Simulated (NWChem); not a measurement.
**Lowest excitation of BiCl3**

```xyz
4

Bi     0.0021     0.4468     0.0000
Cl    -1.0836    -0.7221     1.8710
Cl    -1.0836    -0.7221    -1.8710
Cl     2.1570    -0.7374     0.0000
```
Charge 0, spin multiplicity 1.

Everything below was run with NWChem. The geometry was optimised at PBE0/def2-SVP with def2 effective core potentials on Bi, a minimum by its harmonic frequencies.

Basis set: def2-SVP.

```json
[
 {"method": "CIS", "lowest vertical singlet excitation energy (eV)": "6.28", "relative cost": "1", "difference from EOM-CCSD": "+0.70"},
 {"method": "TD-PBE", "lowest vertical singlet excitation energy (eV)": "4.49", "relative cost": "under 3", "difference from EOM-CCSD": "-1.09"},
 {"method": "TD-B3LYP", "lowest vertical singlet excitation energy (eV)": "4.88", "relative cost": "under 3", "difference from EOM-CCSD": "-0.70"},
 {"method": "EOM-CCSD", "lowest vertical singlet excitation energy (eV)": "5.58", "relative cost": "4", "difference from EOM-CCSD": "0.00"},
 {"method": "TDA-CAM-B3LYP", "lowest vertical singlet excitation energy (eV)": "5.21", "relative cost": "5", "difference from EOM-CCSD": "-0.37"}
]
```

The values span 1.78 eV, from TD-PBE (lowest) to CIS (highest). The cost column gives rough processor time relative to CIS; each entry includes its own SCF.

Effective core potentials replace the inner electrons of Bi; spin-orbit coupling is left out. The correlated methods keep 19 core orbitals frozen. B3LYP has NWChem's definition, with VWN1-RPA local correlation. GW and range-separated runs recompute their integrals, the others keep them in memory, which bears on the times. The structure started from a generated list of species. Coupled-cluster values serve here as a point of comparison, not as the truth.
